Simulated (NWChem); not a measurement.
Two isomers of C₂H₄BFO₂, each optimised at PBE0/def2-SVP with NWChem. Flexible species stand in one conformer each, which need not be the lowest. 

A: FB1OCCO1
B: CC(=O)OBF

**Question.** Which is lower in energy, by how much, and how do their other properties compare?

**Answer.** A is lower by 24.0 kcal/mol in electronic energy; with zero-point energies, B − A = 20.3 kcal/mol.
|  | A | B |
|---|---|---|
| highest occupied level (eV) | -8.26 | -8.32 |
| orbital gap (eV) | 9.63 | 7.66 |
| dipole (D) | 3.29 | 2.70 |
| highest harmonic frequency (cm⁻¹) | 3140 | 3221 |
| zero-point energy (kcal/mol) | 46.3 | 42.6 |
